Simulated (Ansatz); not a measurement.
Cu(NH3)Cl (CuNClH₃). Total charge 0; singlet. Geometry B3LYP-D4/def2-TZVP, basis def2-TZVP, Ansatz.

```
run  HOMO (eV)  LUMO (eV)
  A      -6.29      -1.19
  B      -5.03      -1.65
  C      -9.25       1.21
  D      -5.84      -0.80
  E      -6.72      -0.43
  F      -5.22      -1.06
```

LC-ωPBE has ω = 0.4 bohr⁻¹. B3LYP takes the VWN-RPA correlation.

Problem. The runs used B3LYP, LC-ωPBE, PBE, r2SCAN, r2SCAN0, r2SCANh. Estimate which is which.

Solution. A B3LYP (20 % exact exchange); B PBE (0 % exact exchange); C LC-ωPBE (range-separated); D r2SCANh (10 % exact exchange); E r2SCAN0 (25 % exact exchange); F r2SCAN (0 % exact exchange). Exact exchange lowers occupied and raises empty levels; among semilocal functionals meta-GGAs tend to open the gap a little, and such runs are hard to tell apart. The gap grows from 3.38 eV (PBE) to 10.47 eV (LC-ωPBE).
